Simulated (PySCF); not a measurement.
MN15 on I (iodine, neutral), [Kr] 4d10 5s1 5p5 5d1, one real determinant (an excited configuration). Computed with PySCF 2.14 in aug-cc-pwCVDZ-PP with ECP28MDF (6s5p4d1f, 48 functions), with a scalar-relativistic core potential.

```
cycle= 1 E= -294.200223271807  delta_E= -0.0313  |g|= 0.171  |ddm|= 0.994
cycle= 2 E= -294.224391109233  delta_E= -0.0242  |g|= 0.113  |ddm|= 2.04
cycle= 3 E= -294.203573761211  delta_E= 0.0208  |g|= 0.0345  |ddm|= 1.99
cycle= 4 E= -294.194974629995  delta_E= 0.0086  |g|= 0.014  |ddm|= 0.725
cycle= 5 E= -294.195308668814  delta_E= -0.000334  |g|= 0.0105  |ddm|= 0.109
cycle= 6 E= -294.19623194617  delta_E= -0.000923  |g|= 0.00955  |ddm|= 0.143
cycle= 7 E= -294.19601357014  delta_E= 0.000218  |g|= 0.00851  |ddm|= 0.0294
cycle= 8 E= -294.195330551458  delta_E= 0.000683  |g|= 0.00347  |ddm|= 0.136
cycle= 9 E= -294.19520601197  delta_E= 0.000125  |g|= 0.0011  |ddm|= 0.0639
cycle= 10 E= -294.195194374857  delta_E= 1.16e-05  |g|= 0.000158  |ddm|= 0.0234
cycle= 11 E= -294.19519409743  delta_E= 2.77e-07  |g|= 1.83e-05  |ddm|= 0.00385
cycle= 12 E= -294.195194095132  delta_E= 2.3e-09  |g|= 3.05e-06  |ddm|= 0.000357
cycle= 13 E= -294.195194095073  delta_E= 5.85e-11  |g|= 1.45e-07  |ddm|= 6.2e-05
converged SCF energy = -294.195194095073  <S^2> = 3.7540983  2S+1 = 4.0020486
```

Highest occupied orbital energy: 0.488 eV; ⟨L²⟩ = 7.99; populations by l: s 3.00, p 11.00, d 11.00, f 0.00.

(1) Can this result be used?

## Answers

(1) Not for this state. The run converged. ⟨L²⟩ = 7.99 against 12 for a pure F term, so this real determinant mixes terms. Energies and moments cover only the electrons outside the core potential. The outer electron is Rydberg-like, and this basis confines it to a smaller radius and binds it less than a complete one would. At MN15 the highest occupied level has a positive energy, so only the finite basis holds that electron; for this excited configuration the basis is too tight for the outer shell.
